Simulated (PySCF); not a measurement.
**UHF on Mn⁺ (manganese, charge +1)**

Configuration: [Ar] 3d4 4s1 4p1, one real determinant (an excited configuration). Computed with PySCF 2.14 in x2c-QZVPPall with one added diffuse shell each of s, p, d, f, g type (12s8p6d5f3g, 128 functions), with scalar relativity by spin-free X2C-1e.

```json
{
  "Total energy": "-1156.844168 hartree",
  "One-electron energy": "-1580.5415 hartree",
  "Hartree (Coulomb) energy": "474.7649 hartree",
  "Exchange energy": "-51.0676 hartree",
  "⟨S²⟩": "12.0015",
  "⟨L²⟩": "7.958",
  "Sum of ⟨r⟩": "19.25 bohr",
  "Sum of ⟨r²⟩": "32.94 bohr²",
  "Traceless quadrupole moment −½Σ⟨3z² − r²⟩ along its main axis": "-4.53 e·bohr²",
  "Langevin diamagnetic susceptibility": "-26.1 ×10⁻⁶ cm³/mol"
}
```

```csv
shell,electrons,mean orbital energy (hartree),spread (hartree),"rms radius, mean of both spins (bohr)"
1s α,1,-243.11508,0,0.0703
1s β,1,-243.10830,0,0.0703
2s α,1,-30.23999,0,0.302
2s β,1,-30.11476,0,0.302
2p α,3,-25.59083,0.00098,0.273
2p β,3,-25.46851,0.02831,0.273
3s α,1,-4.66519,0,0.905
3s β,1,-4.29426,0,0.905
3p α,3,-3.28950,0.04706,0.969
3p β,3,-2.85342,0.06272,0.969
3d α,4,-1.20926,0.04617,1.18
4s α,1,-0.69009,0,2.83
4p α,1,-0.47529,0,3.39
```

⟨L²⟩ = 7.96 against 12 for a pure F term, so this real determinant mixes terms.

Densities and radii are taken from the X2C orbitals without a picture-change correction, which distorts them close to the nucleus.

Spin-orbit constants ζ (cm⁻¹) from the X2C one-electron operator on these orbitals: bare nucleus, nucleus screened by l(l+1)(2l+1)/3 electrons, and screened by the Breit-Pauli mean field of the electrons.

```
shell   bare  screened nucleus  mean field
   2p  59340             54590         n/a
   3p   7204              6628         n/a
   3d  676.4             405.8         n/a
   4p  476.6             438.5         n/a
```

To first order the Landé constant is A = 69.46 cm⁻¹, so the lowest level has J = 0 and lies 0.103 eV below the centre of the term. This holds in LS coupling only.
